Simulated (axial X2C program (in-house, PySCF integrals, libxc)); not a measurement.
# Low determinants of BeCu at the PBE0 level, two-component

All values were computed with an axial X2C code built on PySCF integrals. Two-component (2c) means X2C with spin–orbit coupling and atomic mean-field two-electron Coulomb and Gaunt terms. Basis: Cu dyall-cv3z [9s9p6d3f2g], Be dyall-cv3z [8s8p3d1f] (cores contracted in-house); Gaussian nuclei, density fitting, unrestricted open shells. Masses: Cu 62.930 u, Be 9.012 u.

Search at 2.059 Å (vertical energies from the lowest determinant):

| ΔE (eV) | state | electrons beyond evenly filled partner blocks | electrons in ±ω = 1/2, 3/2, 5/2, 7/2 |
| --- | --- | --- | --- |
| 0.00 | Ω = 1/2 | ω = 1/2 | 23 8 2 0 |
| 1.65 | Ω = 3/2 | ω = 3/2 | 22 9 2 0 |
| 2.99 | Ω = 5/2 | 2 × ω = 1/2, ω = 3/2 | 22 9 2 0 |
| 3.38 | Ω = 3/2 | ω = 3/2 | 24 7 2 0 |
| 3.43 | Ω = 5/2 | ω = 5/2 | 24 8 1 0 |
| 3.66 | Ω = 3/2 | 3 × ω = 1/2 | 23 8 2 0 |
| 3.86 | Ω = 1/2 | 2 × ω = -1/2, ω = 3/2 | 22 9 2 0 |

Lowest determinant, Ω = 1/2 (⟨Sz⟩ = 0.50, ⟨Lz⟩ = 0.00 at PBE0): Re = 2.058 Å, ωe = 476.1 cm⁻¹.

The determinant in row 2 of the search, Ω = 3/2 (⟨Sz⟩ = 0.50, ⟨Lz⟩ = 1.00 at PBE0), was followed along the bond at PBE0; measured from the minimum of the lowest determinant it gives:

Te = 1.612 eV (12999 cm⁻¹), Re = 1.962 Å, ωe = 534.1 cm⁻¹.

**Question.** Compare the bond of the determinant in row 2 with that of the lowest one.

**Answer.** At PBE0 its Re is 0.096 Å shorter and its force constant, which goes as ωe², is 1.26 times that of the lowest determinant. T0 ≈ Te + Δωe/2 = 12999 + (29) = 13028 cm⁻¹.

The search compares states at one distance, so a state with another bond length can lie lower; it is not exhaustive and yields mostly the lowest determinant of each block pattern, so other components and higher states of one pattern are missing. A followed state lies above the atoms to which the lowest one dissociates. These are energies of single determinants, not of spin-adapted states; PBE0 term energies can be off by some tenths of an eV, and the functional has no current term.
